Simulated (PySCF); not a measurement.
Geometries of 2 isomers of C5H8NP, from PBE0-D3(BJ)/def2-SVP geometry optimisation, gas phase in PySCF. One conformer each, no zero-point energy, no frequencies.

Question: Which is lower in electronic energy at this level?
A.
```xyz
15
angstrom
C     -2.236    0.896   -0.008
C     -1.276    0.127   -0.914
C      0.150    0.554   -0.774
N      0.852    0.214    0.340
C      2.130    0.690    0.393
C      2.450    1.436   -0.711
P      1.094    1.535   -1.849
H     -3.274    0.560   -0.153
H     -2.188    1.974   -0.221
H     -1.987    0.759    1.057
H     -1.572    0.259   -1.965
H     -1.359   -0.957   -0.712
H      0.459   -0.369    1.071
H      2.754    0.447    1.254
H      3.427    1.897   -0.855
```
B.
```xyz
15
angstrom
C     -2.738   -0.035    0.085
N     -1.390   -0.441   -0.230
P     -0.099    0.652   -0.185
C      1.153    0.070   -1.340
C      2.344   -0.040   -0.702
C      2.264    0.125    0.747
C      1.011    0.352    1.212
H     -2.885    1.010   -0.225
H     -2.992   -0.099    1.161
H     -3.468   -0.649   -0.469
H     -1.182   -1.418   -0.054
H      1.005   -0.008   -2.418
H      3.295   -0.221   -1.211
H      3.155    0.082    1.381
H      0.758    0.530    2.259
```

Answer: A. That is `CCc1[nH]ccp1`, 28.6 kcal/mol below the other.

```tsv
SMILES	atoms numbered as above	E (Eh)	relative (kcal/mol)	relative (kJ/mol)	dipole (D)
CCc1[nH]ccp1	[CH3:1][CH2:2][c:3]1[nH:4][cH:5][cH:6][p:7]1	-590.75515	0.0	0.0	3.56
CNp1cccc1	[CH3:1][NH:2][p:3]1[cH:4][cH:5][cH:6][cH:7]1	-590.70962	28.6	119.5	1.38
```
